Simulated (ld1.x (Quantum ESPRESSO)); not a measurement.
**Building the RRKJ potential for Ag (Z = 47) (PBE, fully relativistic).**

silver, norm-conserving RRKJ (Kleinman–Bylander form), made with ld1.x (Quantum ESPRESSO) 7.5 (PBE, fully relativistic). Core [Ar] 3d10, reference 4s2 4p6 4d10 5s0 5p1. Waves: 4p (bound): rc 1.75 bohr; 4d (bound): rc 1.75 bohr; 4s (bound): rc 1.60 bohr. Local part: the s channel. Core correction: none.

Open shells are filled in proportion to 2j + 1 (rel_dist='average').

Occupied shells without a wave of their own: 5p. They enter only through the test configuration that unscreens the potential.

All-electron outer shells of the reference configuration (PBE, scalar-relativistic, ld1.x):

```csv
shell,level (eV),outermost node (bohr),outermost maximum (bohr)
3p,-559.45,0.15,0.32
3d,-360.43,–,0.27
4s,-97.07,0.44,0.82
4p,-60.61,0.44,0.88
4d,-9.43,0.43,1.04
5s,-5.76,1.11,2.43
5p,-1.69,1.25,3.58
```

Task: Does the potential have ghost states?

Result: Ghost state, extra bound levels that the all-electron valence spectrum of the same l lacks: s at -8.3 eV. A true bound ghost makes a file unfit for plane-wave use.

Task: Tests: 4s2 4p6 4d10 5s1 5p0; 4s2 4p6 4d10 5s0 5p0; 4s2 4p6 4d9 5s0 5p0; 4s2 4p6 4d7 5s0 5p0; 4s2 4p6 4d9 5s1 5p0; 4s2 4p5 4d10 5s1 5p0; 4s2 4p6 4d9 5s1 5p1. Which has the largest error in its energy relative to the reference configuration, and how large is it?

Result: 4s2 4p6 4d9 5s1 5p1, with +3228 meV (all-electron minus pseudo) on +4.71 eV.
